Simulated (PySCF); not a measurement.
Zn(Br)(NMe2) (C2H6BrNZn), SMILES [Br][Zn][N](C)C. Heavy atoms are numbered as in [Zn:1]([Br:2])[N:3]([CH3:4])[CH3:5]. Hydrogens are named by the atom that carries them.

The structure is a stationary point at B3LYP-D3(BJ)/def2-SVP. The structure was generated by enumeration; whether it is a known compound was not checked. Other conformers were not sampled.

These are B3LYP/def2-TZVP run with PySCF values and carry that method's errors.

ESP charges are fitted to the potential on shells at 1.4 to 2.0 van der Waals radii. Atomic charges (e), one atom of each kind:

| atom | Löwdin | meta-Löwdin | ESP fit |
|---|---|---|---|
| Zn1 | 0.11 | 1.14 | ___ |
| Br2 | 0.08 | -0.61 | -0.35 |
| N3 | -0.15 | -0.66 | ___ |
| C4 (CH3) | -0.35 | -0.21 | ___ |
| H on C4 | 0.11 | 0.09 | 0.15 |

Task: Some entries are withheld; supply them. (Estimate from the structure and the level; the computed values follow.)

Result: 
- Zn1, ESP fit: 0.61
- N3, ESP fit: -0.25
- C4 (CH3), ESP fit: -0.45
